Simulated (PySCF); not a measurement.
# Polarisability and C₆ of Mo³⁺ (molybdenum, charge +3)

[Kr] 4d3, high-spin 4F determinant. All numbers are calculated (PySCF 2.14, scalar relativity through the core potential, in def2-TZVPPD with the def2 core potential (28 electrons)). Coupled (time-dependent) response in atomic units; α is the mean over directions.

```json
{"method": "UHF", "mean α (bohr³)": "5.224", "C₆ (like pair)": "23.45", "S(−4)": "6.669"}
{"method": "PBE", "mean α (bohr³)": "5.666", "C₆ (like pair)": "25.47", "S(−4)": "9.327"}
{"method": "PBE0", "mean α (bohr³)": "5.505", "C₆ (like pair)": "24.75", "S(−4)": "8.246"}
{"method": "BP86", "mean α (bohr³)": "5.686", "C₆ (like pair)": "25.62", "S(−4)": "9.230"}
{"method": "wB97M-V", "mean α (bohr³)": "5.583", "C₆ (like pair)": "24.98", "S(−4)": "9.042"}
```

S(−4) is the Cauchy moment in α(ω) = α(0) + S(−4) ω² + …

Spin-orbit coupling is absent.

α(iu) at PBE:

```json
{"u (hartree)": "0", "α(iu) (bohr³)": "5.666"}
{"u (hartree)": "0.0500", "α(iu) (bohr³)": "5.643"}
{"u (hartree)": "0.100", "α(iu) (bohr³)": "5.576"}
{"u (hartree)": "0.200", "α(iu) (bohr³)": "5.336"}
{"u (hartree)": "0.300", "α(iu) (bohr³)": "5.015"}
{"u (hartree)": "0.500", "α(iu) (bohr³)": "4.329"}
{"u (hartree)": "0.750", "α(iu) (bohr³)": "3.577"}
{"u (hartree)": "1.00", "α(iu) (bohr³)": "2.966"}
{"u (hartree)": "1.50", "α(iu) (bohr³)": "2.074"}
{"u (hartree)": "2.00", "α(iu) (bohr³)": "1.492"}
{"u (hartree)": "3.00", "α(iu) (bohr³)": "0.8454"}
{"u (hartree)": "5.00", "α(iu) (bohr³)": "0.3608"}
```

A single London oscillator, α(iu) = α/(1 + u²/ω²), gives C₆ = (3/4) ω α². Matching the computed C₆ needs ω = 4 × 25.47 / (3 × 5.666²) = 1.06 hartree.

For an ion, C₆ is the dispersion term alone; charge-induced terms of lower order in 1/R come first.

Energies and moments cover only the electrons outside the core potential.
